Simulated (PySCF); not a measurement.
C4H7NSi, SMILES C#CC(=C)[SiH2]N.

Geometry optimised at PBE-D3(BJ)/def2-SVP. This is a generated structure with no PubChem entry under its InChIKey; it may be hypothetical. The values are those of a single conformer.

Level of theory: B3LYP/def2-TZVP in PySCF.

The molecule is in vacuum.

- total energy = -500.93769 hartree
- highest occupied level = -6.91 eV
- lowest empty level = -1.49 eV
- orbital gap = 5.42 eV
- dipole moment = 1.21 D
- quadrupole, principal values (traceless, Buckingham form, about the centre of nuclear charge) = -7.12, -1.10, 8.22 D·Å
- mean static polarisability = 83.3 bohr³ (12.35 Å³)
- polarisability, principal values = 57.9, 83.5, 108.6 bohr³
